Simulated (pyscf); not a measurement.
**Insertion: GaH [singlet] + silanol (HO–SiH₃) → H₃Si–O–GaH₂**

Gas phase, singlet surface, charge 0. Bonds broken: O3–H5. Bonds formed: Ga1–O3, Ga1–H5. Structures and frequencies: ωB97X-D3(BJ)/def2-SVP in PySCF. Correlated levels are frozen-core, on RHF or UHF. ΔMP2 is the change of the MP2 total energy from the triple- to the quadruple-zeta basis.

Transition state (Å):

```xyz
8

Ga     2.7128    -0.1207    -0.6190
H      3.6291     1.0123     0.0058
O      0.8706    -0.1241     0.1738
Si    -0.3023    -0.1456     1.3617
H      1.3269    -1.0044    -0.7556
H     -1.6492     0.1061     0.7724
H     -0.0070     0.9113     2.3747
H     -0.3283    -1.4721     2.0478
```

One imaginary mode, 1579i cm⁻¹; descent along it reached the two sides named, in the forms told below.

```json
[
 {"bond": "O3–H5", "change": "breaks", "reactant side (Å)": "0.963", "saddle": "1.359", "product side": "2.8"},
 {"bond": "Ga1–O3", "change": "forms", "reactant side (Å)": "2.263", "saddle": "2.006", "product side": "1.785"},
 {"bond": "Ga1–H5", "change": "forms", "reactant side (Å)": "3.0", "saddle": "1.649", "product side": "1.555"}
]
```

Electronic energies relative to the separated reactants (kcal/mol):

| level | barrier | reaction energy | reverse barrier |
|---|---|---|---|
| ωB97X-D3(BJ)/def2-TZVP | 23.5 | -41.3 | 64.7 |
| PBE/def2-TZVP | 16.1 | -33.9 | 50.1 |
| r²SCAN/def2-TZVP | 15.6 | -41.1 | 56.7 |
| B3LYP-D3(BJ)/def2-TZVP | 22.9 | -33.7 | 56.6 |
| PBE0-D3(BJ)/def2-TZVP | 20.6 | -37.1 | 57.7 |
| M06-2X/def2-TZVP | 23.7 | -38.5 | 62.2 |
| ωB97M-D3(BJ)/def2-TZVP | 26.1 | -34.4 | 60.6 |
| HF/def2-TZVP | 44.3 | -34.1 | 78.4 |
| MP2/def2-QZVPP | 19.9 | -41.9 | 61.8 |
| CCSD/def2-TZVPP | 28.1 | -37.7 | 65.7 |
| CCSD(T)/def2-TZVPP | 23.8 | -38.8 | 62.6 |
| CCSD(T)/def2-TZVPP + ΔMP2(QZVPP) | 23.9 | -37.7 | 61.6 |

With CCSD(T)/def2-TZVPP + ΔMP2(QZVPP) energies and thermal terms (ideal gas, 1 atm, RRHO with modes under 100 cm⁻¹ raised to 100, one conformer, R ln 2 for chiral ones without a mode under 150 cm⁻¹), in kcal/mol:

```tsv
T (K)	ΔH‡	ΔG‡	ΔH	ΔG
298	21.7	30.8	-37.9	-28.6
600	21.9	39.9	-37.5	-19.3
900	22.3	48.8	-36.7	-10.4
1200	22.8	57.5	-35.8	-1.8
```

On the reactant side the descent ends in an adduct with a Ga–O contact, 11.5 kcal/mol under the separated species and 35.0 kcal/mol under the saddle at ωB97X-D3(BJ)/def2-TZVP. What is counted as formed (Ga–O) is already present as a longer contact in the reactant adduct; forming that adduct is a step of its own. This is the saddle that the search found; another between the same sides may lie lower. The CCSD(T) − MP2 part came from Ansatz, without density fitting, on the same reference. The frozen core leaves the outer d or s,p core shells of the metals and heavy elements correlated in the MP2 and CC values, and def2-TZVPP describes them poorly, which can shift differences by a few kcal/mol. Elements up to Kr have no core potential and no relativistic terms here.
